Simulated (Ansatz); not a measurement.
Reaction (formal hydrolysis of a Ge–S bond): `C[S][GeH2][OH]` + H₂O → `[OH][GeH2][OH]` + CH₃SH

Gas-phase electronic energies from Ansatz, PBE0-D4/def2-TZVP geometries. CCSD(T)/CBS adds triple-zeta CCSD(T) − MP2 to the extrapolated MP2 energy (def2 sets, frozen cores). This one scheme is used for every species. Functionals use def2-TZVPP. B3LYP here is the variant with VWN-RPA as its local correlation; programs differ in this. For Ge outer-core shells are correlated without core-valence functions, which leaves a few kJ/mol of doubt a bond. Scalar relativity is left out up to krypton. One conformer a species, not always the lowest.

`C[S][GeH2][OH]`:

Z-matrix (Å, degrees):
```
C
S 1 1.815
H 1 1.090 2 111.6
H 1 1.090 2 111.3 3 -123.3
H 1 1.090 2 106.6 3 118.4
Ge 2 2.210 1 100.3 3 72.7
O 6 1.781 2 113.3 1 -84.7
H 6 1.529 2 108.7 1 160.3
H 6 1.543 2 107.4 1 35.8
H 7 0.960 6 113.1 2 56.7
```

H₂O:

Cartesian coordinates in Å:
```
O 0.226 -0.294 0.117
H 0.121 0.563 0.535
H -0.348 -0.269 -0.652
```

`[OH][GeH2][OH]`:

Cartesian coordinates in Å:
```
O 1.334 -0.340 0.741
Ge 0.097 0.000 -0.487
O -1.487 -0.607 0.029
H 1.443 0.370 1.376
H 0.026 1.526 -0.704
H 0.457 -0.835 -1.711
H -1.869 -0.113 0.757
```

CH₃SH:

Z-matrix (Å, degrees):
```
C
S 1 1.806
H 1 1.089 2 111.5
H 1 1.089 2 111.5 3 -123.8
H 1 1.090 2 106.2 3 118.1
H 2 1.342 1 97.1 3 61.9
```

| level | ΔE (kcal/mol) | difference from CCSD(T)/CBS |
| --- | --- | --- |
| PBE-D4 | 5.0 | 1.1 |
| r2SCAN-D4 | 3.4 | -0.5 |
| B3LYP-D4 | 3.3 | -0.6 |
| ωB97M-V | 2.7 | -1.2 |
| r2SCAN | 3.0 | -0.9 |
| B3LYP | 1.3 | -2.6 |
| HF/def2-TZVPP | -1.1 | -5.0 |
| SCS-MP2/def2-TZVPP | 1.6 | -2.3 |
| CCSD/def2-TZVPP | 1.8 | -2.1 |
| CCSD/CBS(def2) | 3.3 | -0.6 |
| CCSD(T)/CBS | 3.9 | 0 |

Largest T1 diagnostic among the species: 0.012.

In def2-TZVPP, CCSD(T) changes the Hartree–Fock value by +3.6 kcal/mol (the triples alone add +0.7 kcal/mol) and MP2 by +4.4 kcal/mol. The D4 term adds +2.0 kcal/mol with B3LYP and +1.1 kcal/mol with PBE0; it sums over pairs of atoms, weighted by their polarisabilities, and B3LYP, whose exchange is more repulsive, gets the larger term.
